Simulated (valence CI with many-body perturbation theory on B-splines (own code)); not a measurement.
# Pd XLII: key properties

Level of theory: configuration interaction combined with many-body perturbation theory (CI+MBPT): three valence electrons over a frozen Dirac-Fock core [He], a basis of 11 s, 11 p, 9 d, 7 f, 5 g, 2 h, 1 i functions for each j, with the one-electron correlation potential Σ1, the two-electron term Σ2, the three-electron term Σ3, Breit, model QED; selected CI, second order for the rest (own B-spline code, finite nucleus).

No measured spectrum was set against this ion. As an estimate, large intervals hold to a few tenths of a per cent, small ones and those within an open d or f shell to about a per cent.

Levels are named by their leading jj configuration (3d3/2^4 stands for four electrons in 3d with j = 3/2), which in mixed levels can hold well under half, so a name can repeat and another be missing.

Rates and lifetimes use the calculated energies. Strong lines usually hold to 10 to 20 %, long lifetimes can be off by a factor of two.

Question: What is the ground level?

Answer: (2s^2 2p1/2) J=1/2, composition 99 % 2s2.2p 2P°, g = 0.648.

Question: How well does LS coupling describe the low levels?

Answer: Among the lowest 20 levels the leading LS term, summed over configurations, holds 76 % on average. For single configurations the figures are 74 % in LS and 94 % in jj coupling. Terms mix most in the J = 3/2 level at 477.5 eV, where the leading one holds 43 %.

Question: What are the static dipole polarisabilities of the lowest levels?

Answer: (2s^2 2p1/2) J=1/2 0.00137 bohr³, of which the core gives 1.84e-06.

Question: Among levels below 4198.6 eV, which E1 lines absorb most strongly from the ground level?

Answer: to (2s^2 3d3/2) J=3/2 at 0.3300 nm, f = 0.783; to (2s 2p1/2 3p3/2) J=3/2 at 0.3236 nm, f = 0.204; to (2s 2p1/2 3p3/2) J=1/2 at 0.3242 nm, f = 0.133.

Question: What is the ionisation energy?

Answer: 6471 eV; NIST lists 6469 ± 5 eV (semi-empirical).
